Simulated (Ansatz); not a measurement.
Born–Oppenheimer molecular dynamics of CH$_{6}$Cl$_{2}$OSi (11 atoms, charge 0, multiplicity 1). It starts at the highest image of a converged band. Of that band: The profile has 3 maxima (images 3, 5, 7) with wells between them (images 4, 6): this band takes more than one step, which may be the mechanism or a detour left from its start path. Neighbouring images differ by up to 2.0 eV, so the band resolves the path poorly. A vibrational analysis at the climbing image gives one clearly imaginary mode, 1285i cm⁻¹: a first-order saddle point.

These are results of RKS PBE0-D4/def2-SVP (Ansatz 0.2.0), not measurements.

```json
{"ensemble": "NVE (velocity Verlet)", "time step": "0.5 fs", "steps asked": "150", "starting velocities drawn for": "100 K", "seed": "6108"}
```

Frames 5 fs apart, positions in Å, forces in eV/Å.

Velocities at 0.0 fs (Å/ps):

```
Si 2.20 -0.31 0.32
H 6.36 6.51 -12.36
Cl -0.93 0.49 -2.02
Cl -0.81 2.09 1.85
H -0.76 -3.07 -7.53
H -12.31 -10.16 8.33
O 2.07 -3.15 -2.19
C -1.49 0.22 2.81
H 0.50 -6.67 7.09
H -13.54 -8.21 -1.24
H 4.62 -13.14 4.18
```

```xyz
11
Properties=species:S:1:pos:R:3:forces:R:3 time_fs=0.0 energy_less_start_eV=0.000 T=100
Si -0.046 -1.233 -0.306 -0.01 0.00 0.00
H 1.599 -0.926 -0.624 0.01 0.00 0.00
Cl -0.481 -1.061 -2.330 0.00 0.00 -0.01
Cl 0.524 -3.119 0.368 0.00 0.00 0.00
H -1.414 -1.183 0.286 0.00 0.00 0.00
H 1.361 0.016 -0.168 -0.01 0.01 0.02
O 0.423 0.368 0.444 -0.01 0.01 -0.02
C -0.340 1.559 0.555 0.02 -0.03 0.00
H -0.397 2.076 -0.414 0.00 0.01 0.00
H -1.355 1.290 0.882 0.00 0.00 0.00
H 0.124 2.212 1.307 0.00 0.00 0.00
11
Properties=species:S:1:pos:R:3:forces:R:3 time_fs=5.0 energy_less_start_eV=0.046 T=61
Si -0.035 -1.235 -0.305 -0.23 -0.06 -0.50
H 1.619 -0.906 -0.677 -0.19 -0.17 0.19
Cl -0.486 -1.059 -2.340 0.05 -0.03 0.13
Cl 0.520 -3.108 0.377 0.10 -0.13 0.06
H -1.418 -1.196 0.252 0.01 0.05 0.07
H 1.339 -0.013 -0.146 0.60 0.31 -0.35
O 0.431 0.353 0.435 -0.71 0.27 0.44
C -0.349 1.555 0.571 0.33 -0.63 -0.15
H -0.394 2.064 -0.401 0.03 0.16 0.04
H -1.372 1.264 0.868 0.21 0.07 0.08
H 0.144 2.164 1.338 -0.20 0.16 -0.02
11
Properties=species:S:1:pos:R:3:forces:R:3 time_fs=10.0 energy_less_start_eV=0.033 T=72
Si -0.026 -1.237 -0.308 -0.58 0.42 -0.49
H 1.607 -0.916 -0.690 0.22 0.15 0.16
Cl -0.490 -1.056 -2.349 0.15 -0.07 0.24
Cl 0.517 -3.099 0.387 0.22 -0.22 0.08
H -1.419 -1.199 0.233 0.06 0.03 0.07
H 1.420 0.010 -0.192 -0.34 -0.35 -0.09
O 0.430 0.342 0.431 0.02 0.46 0.02
C -0.352 1.540 0.583 0.55 -0.46 -0.23
H -0.388 2.083 -0.376 0.00 -0.01 0.14
H -1.364 1.248 0.876 -0.17 -0.01 0.11
H 0.123 2.148 1.365 -0.12 0.05 -0.02
11
Properties=species:S:1:pos:R:3:forces:R:3 time_fs=15.0 energy_less_start_eV=-0.018 T=116
Si -0.023 -1.235 -0.315 -1.12 0.93 -0.08
H 1.641 -0.898 -0.670 0.47 0.07 -0.14
Cl -0.493 -1.055 -2.356 0.36 -0.12 0.37
Cl 0.515 -3.091 0.397 0.37 -0.10 -0.04
H -1.409 -1.195 0.232 -0.03 -0.04 0.04
H 1.455 -0.044 -0.269 0.09 -0.67 -0.17
O 0.428 0.338 0.427 -0.04 0.38 -0.02
C -0.345 1.515 0.593 -0.46 -0.32 0.36
H -0.382 2.106 -0.331 -0.04 -0.07 -0.18
H -1.376 1.234 0.901 0.25 0.09 -0.19
H 0.077 2.144 1.389 0.16 -0.14 0.05
11
Properties=species:S:1:pos:R:3:forces:R:3 time_fs=20.0 energy_less_start_eV=-0.230 T=298
Si -0.029 -1.225 -0.322 -1.84 1.64 0.77
H 1.788 -0.896 -0.691 0.62 -1.14 -0.67
Cl -0.494 -1.054 -2.361 0.62 -0.17 0.47
Cl 0.516 -3.083 0.407 0.55 0.30 -0.29
H -1.406 -1.201 0.237 -0.12 -0.11 -0.05
H 1.516 -0.222 -0.378 0.70 0.49 0.02
O 0.426 0.338 0.424 0.00 -0.84 -0.29
C -0.345 1.485 0.607 -0.26 0.34 -0.06
H -0.384 2.108 -0.311 0.01 -0.20 0.12
H -1.367 1.231 0.896 -0.45 -0.11 0.03
H 0.065 2.110 1.419 0.18 -0.20 -0.05
11
Properties=species:S:1:pos:R:3:forces:R:3 time_fs=25.0 energy_less_start_eV=-0.690 T=694
Si -0.051 -1.202 -0.324 -1.92 1.61 1.24
H 2.039 -1.056 -0.819 -0.16 0.33 0.11
Cl -0.490 -1.054 -2.363 0.70 -0.16 0.44
Cl 0.520 -3.074 0.415 0.55 0.71 -0.46
H -1.431 -1.230 0.232 -0.09 -0.03 -0.09
H 1.749 -0.376 -0.515 0.79 -0.49 -0.34
O 0.424 0.325 0.415 0.60 -2.05 -0.87
C -0.353 1.459 0.622 -0.96 -0.24 0.14
H -0.384 2.078 -0.282 0.03 0.22 -0.17
H -1.415 1.212 0.887 0.50 0.06 -0.04
H 0.092 2.036 1.444 -0.02 0.05 0.04
11
Properties=species:S:1:pos:R:3:forces:R:3 time_fs=30.0 energy_less_start_eV=-1.114 T=1058
Si -0.088 -1.166 -0.314 -1.88 0.39 1.09
H 2.297 -1.243 -0.968 0.04 0.01 -0.01
Cl -0.482 -1.055 -2.362 0.75 -0.10 0.43
Cl 0.528 -3.059 0.420 0.44 1.17 -0.61
H -1.478 -1.265 0.206 -0.07 0.10 -0.04
H 2.132 -0.549 -0.692 0.18 0.01 -0.05
O 0.431 0.284 0.395 0.28 -1.18 -0.66
C -0.373 1.431 0.637 1.00 -0.06 -0.61
H -0.378 2.079 -0.267 0.01 -0.11 0.32
H -1.405 1.193 0.881 -0.49 -0.27 0.24
H 0.111 1.967 1.471 -0.25 0.04 -0.10
11
Properties=species:S:1:pos:R:3:forces:R:3 time_fs=35.0 energy_less_start_eV=-1.326 T=1240
Si -0.143 -1.127 -0.297 -1.97 -2.01 0.09
H 2.574 -1.427 -1.122 0.05 -0.59 -0.20
Cl -0.469 -1.057 -2.358 0.72 -0.03 0.46
Cl 0.539 -3.037 0.420 0.22 1.52 -0.69
H -1.544 -1.277 0.172 -0.06 0.21 0.08
H 2.557 -0.724 -0.881 0.04 0.63 0.18
O 0.442 0.227 0.365 0.09 1.30 0.31
C -0.381 1.397 0.644 0.28 -1.19 0.15
H -0.370 2.072 -0.212 -0.06 0.10 -0.35
H -1.438 1.129 0.910 0.66 0.01 -0.22
H 0.085 1.910 1.489 0.02 0.03 0.18
11
Properties=species:S:1:pos:R:3:forces:R:3 time_fs=40.0 energy_less_start_eV=-1.436 T=1335
Si -0.213 -1.105 -0.278 -1.67 -3.50 -0.75
H 2.853 -1.624 -1.280 0.18 0.89 0.26
Cl -0.451 -1.059 -2.351 0.56 -0.02 0.50
Cl 0.552 -3.004 0.416 -0.09 1.66 -0.69
H -1.623 -1.240 0.157 -0.04 0.20 0.18
H 3.000 -0.876 -1.071 -0.17 -0.87 -0.26
O 0.454 0.188 0.340 0.33 2.51 0.96
C -0.378 1.346 0.650 1.52 -0.08 -0.22
H -0.375 2.064 -0.198 -0.05 -0.39 0.22
H -1.388 1.051 0.906 -0.62 -0.23 -0.01
H 0.056 1.854 1.530 0.05 -0.17 -0.18
11
Properties=species:S:1:pos:R:3:forces:R:3 time_fs=45.0 energy_less_start_eV=-1.652 T=1520
Si -0.298 -1.111 -0.265 -0.29 -2.33 -0.46
H 3.142 -1.764 -1.418 -0.09 -0.16 -0.01
Cl -0.429 -1.062 -2.340 0.31 -0.06 0.50
Cl 0.564 -2.961 0.408 -0.39 1.51 -0.61
H -1.710 -1.157 0.181 0.06 0.06 0.14
H 3.437 -1.081 -1.281 0.06 0.16 0.02
O 0.471 0.183 0.327 0.17 0.47 0.28
C -0.353 1.288 0.655 -0.53 -0.45 0.39
H -0.390 1.999 -0.169 0.02 0.30 -0.29
H -1.400 0.947 0.885 0.54 0.34 -0.12
H 0.043 1.772 1.550 0.15 0.16 0.15
11
Properties=species:S:1:pos:R:3:forces:R:3 time_fs=50.0 energy_less_start_eV=-1.631 T=1502
Si -0.385 -1.137 -0.255 1.33 -0.42 0.03
H 3.437 -1.900 -1.555 -0.30 -0.38 -0.02
Cl -0.405 -1.065 -2.326 0.00 -0.13 0.45
Cl 0.573 -2.907 0.395 -0.57 1.05 -0.45
H -1.783 -1.061 0.237 0.14 -0.16 0.00
H 3.863 -1.289 -1.491 0.27 0.38 0.03
O 0.491 0.183 0.319 -0.23 -2.18 -0.59
C -0.332 1.228 0.665 -0.03 1.82 0.03
H -0.400 1.970 -0.166 0.13 -0.05 0.41
H -1.352 0.896 0.851 -0.61 0.00 0.32
H 0.053 1.713 1.583 -0.13 0.06 -0.22
11
Properties=species:S:1:pos:R:3:forces:R:3 time_fs=55.0 energy_less_start_eV=-1.506 T=1395
Si -0.460 -1.166 -0.246 2.37 0.87 0.06
H 3.717 -2.036 -1.684 0.69 0.68 -0.01
Cl -0.382 -1.068 -2.309 -0.30 -0.18 0.32
Cl 0.579 -2.846 0.380 -0.52 0.30 -0.19
H -1.828 -1.002 0.295 0.01 -0.33 -0.09
H 4.296 -1.497 -1.706 -0.72 -0.68 0.02
O 0.506 0.155 0.302 -1.24 -2.29 -0.55
C -0.317 1.196 0.678 -0.95 0.87 0.37
H -0.384 1.955 -0.105 0.04 0.37 -0.28
H -1.375 0.869 0.874 0.47 0.28 0.07
H 0.049 1.677 1.589 0.14 0.12 0.27
```

Of the whole run (75 fs, mean temperature of the second half 1340 K): The conserved energy stayed within 0.054 meV per atom of its start (net change -0.0074 meV per atom), so the integration is sound. The system heated up, since it started high on the potential surface and ran downhill. A run of 0.075 ps of so small a system gives no equilibrium averages. The orbitals stay closed-shell, which can raise the energy where a bond breaks towards radicals; this wasn't checked here.

Run time: 5.8 min on 2 threads of Intel(R) Xeon(R) Platinum 8488C (Sapphire Rapids) (shared host), peak memory 0.28 GiB.
